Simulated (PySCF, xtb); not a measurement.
Bi(F)2(Me) (CH₃BiF₂), SMILES [Bi]([CH3])([F])[F].

GFN2-xTB in xtb at its own geometry gives an orbital gap of 5.99 eV and a dipole moment of 6.38 D.

The structure is a stationary point at B3LYP-D3(BJ)/def2-SVP. The def2 effective core potentials stand for the cores of Bi; spin–orbit coupling is left out.

What does M06-2X/def2-TZVPD (PySCF) give? (An estimate is asked for; the answer gives what the named calculation found.)

gap 8.25 eV (levels -9.12 and -0.87 eV), dipole 4.93 D.
